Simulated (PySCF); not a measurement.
C$_{3}$H$_{9}$O (SMILES CC[OH+]C), charge +1, singlet, geometry from GFN2-xTB; B3LYP/def2-SV(P) run with PySCF.

The PySCF input:
```python
from pyscf import gto, scf, dft

mol = gto.M(
    atom='''
O     0.055860   -0.683295    0.107833
C    -0.012671    0.787353    0.041156
C     1.383552   -1.240263   -0.035699
C    -1.466050    1.193338   -0.026071
H     0.461946    1.147552    0.955865
H     0.549215    1.139493   -0.828412
H     1.304079   -2.323401    0.045147
H     1.839526   -0.965594   -0.987662
H     1.992555   -0.865917    0.786309
H    -1.934765    0.853175   -0.947307
H    -2.018117    0.804241    0.825532
H    -1.534529    2.277279   -0.000677
H    -0.535775   -1.043035   -0.587769
''',
    basis='def2-sv(p)',
    charge=1,
    spin=0,
    verbose=4,
)

mf = dft.RKS(mol)
mf.xc = 'b3lyp'
mf.level_shift = 0.1
mf.max_cycle = 100
mf.kernel()
mf.analyze()
```

What the program printed (banner, timings and long lists left out):

```
PySCF version 2.14.0

[INPUT] verbose = 4
[INPUT] num. atoms = 13
[INPUT] num. electrons = 34
[INPUT] charge = 1
[INPUT] spin (= nelec alpha-beta = 2S) = 0
[INPUT] symmetry False subgroup None
[INPUT] Mole.unit = angstrom
[INPUT] Symbol           X                Y                Z      unit          X                Y                Z       unit  Magmom
[...]
nuclear repulsion = 141.846810536
number of shells = 42
number of NR pGTOs = 132
number of NR cGTOs = 74
basis = def2-sv(p)
ecp = {}

******** <class 'pyscf.dft.rks.RKS'> ********
method = RKS
initial guess = minao
damping factor = 0
level_shift factor = 0.1
DIIS = <class 'pyscf.scf.diis.CDIIS'>
diis_start_cycle = 1
diis_space = 8
diis_damp = 0
SCF conv_tol = 1e-09
SCF conv_tol_grad = None
SCF max_cycles = 100
direct_scf = True
direct_scf_tol = 1e-13
XC library pyscf.dft.libxc version 7.1.2
    S. Lehtola, C. Steigemann, M. J. T. Oliveira, and M. A. L. Marques,  SoftwareX 7, 1–5 (2018)
XC functionals = b3lyp
    P. J. Stephens, F. J. Devlin, C. F. Chabalowski, and M. J. Frisch,  J. Phys. Chem. 98, 11623 (1994)
radial grids:
    Treutler-Ahlrichs [JCP 102, 346 (1995); DOI:10.1063/1.469408] (M4) radial grids

becke partition: Becke, JCP 88, 2547 (1988); DOI:10.1063/1.454033
pruning grids: <function nwchem_prune>
grids dens level: 3
symmetrized grids: False
atomic radii adjust function: <function treutler_atomic_radii_adjust>
small_rho_cutoff = 0
Set gradient conv threshold to 3.16228e-05
Initial guess from minao.
tot grids = 144712
init E= -195.001377961394
[...]
cycle= 1 E= -194.459344585985  delta_E= 0.542  |g|= 0.343  |ddm|= 3.15
[...]
cycle= 2 E= -194.476023672637  delta_E= -0.0167  |g|= 0.255  |ddm|= 0.634
[...]
cycle= 3 E= -194.489262720016  delta_E= -0.0132  |g|= 0.0473  |ddm|= 0.198
[...]
cycle= 4 E= -194.48961600774  delta_E= -0.000353  |g|= 0.0216  |ddm|= 0.0479
[...]
cycle= 5 E= -194.489702801682  delta_E= -8.68e-05  |g|= 0.00363  |ddm|= 0.0159
[...]
cycle= 6 E= -194.48970571787  delta_E= -2.92e-06  |g|= 0.000366  |ddm|= 0.00372
[...]
cycle= 7 E= -194.489705753147  delta_E= -3.53e-08  |g|= 0.000125  |ddm|= 0.000563
[...]
cycle= 8 E= -194.489705757347  delta_E= -4.2e-09  |g|= 3.02e-05  |ddm|= 0.000152
[...]
cycle= 9 E= -194.489705757593  delta_E= -2.46e-10  |g|= 4.4e-06  |ddm|= 3.69e-05
[...]
Extra cycle  E= -194.489705757598  delta_E= -4.77e-12  |g|= 2.76e-06  |ddm|= 1.03e-05
converged SCF energy = -194.489705757598
**** SCF Summaries ****
Total Energy =                        -194.489705757598216
Nuclear Repulsion Energy =             141.846810536000163
One-electron Energy =                 -534.832269917532358
Two-electron Energy =                  198.495753623933979
Two-electron Coulomb Energy =          226.432669821066810
DFT Exchange-Correlation Energy =      -27.936916197132838
HOMO-LUMO gap [eV] =                     9.808426946794919
**** MO energy ****
[...]
 ** Mulliken pop on meta-lowdin orthogonal AOs  **
 ** Mulliken pop  **
 ** Mulliken atomic charges  **
charge of    0O =     -0.17003
charge of    1C =      0.04777
charge of    2C =     -0.06745
charge of    3C =     -0.28085
charge of    4H =      0.14236
charge of    5H =      0.12490
charge of    6H =      0.15289
charge of    7H =      0.13438
charge of    8H =      0.15275
charge of    9H =      0.10999
charge of   10H =      0.12490
charge of   11H =      0.14812
charge of   12H =      0.38027

WARN: System has nonzero charge 1; the dipole moment is origin-dependent.
Location of origin: [0. 0. 0.]

Dipole moment(X, Y, Z, Debye):  1.02030, -1.40816, -1.12419
```
